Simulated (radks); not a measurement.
Effect of the nuclear size on neutral cobalt, [Ar] 3d7 4s2. All-electron calculation, Dirac Kohn-Sham, LDA (Slater exchange, Perdew-Wang correlation), spin-unpolarised, spherical densities, finite nucleus; open shells fill j = l - 1/2 first; Fermi nuclear charge, rms radius 3.7875 fm. Program: a radial shooting solver on a logarithmic mesh with Libxc functionals. The rms radius is varied about that value; shifts are against it.

rms radius (fm)  total energy shift (eV)  density at nucleus (e/bohr^3)  1s1/2 shift (meV)  2s1/2 shift (meV)  3s1/2 shift (meV)
3.1701                           -0.0402                      1.728e+04              -17.1              -1.56             -0.222
3.6549                          -0.00921                      1.717e+04              -3.91             -0.357             -0.051
3.7875                                 0                      1.714e+04              0.000              0.000              0.000
3.992                             0.0148                       1.71e+04               6.30              0.575              0.082
4.5904                            0.0625                      1.699e+04               26.5               2.42              0.344

Slopes of the eigenvalues against <r^2> in GHz/fm^2, as finite differences over the two radii next to the reference (eigenvalue slopes, not the field-shift constants of lines): 1s1/2 958, 2s1/2 87.4, 3s1/2 12.4.
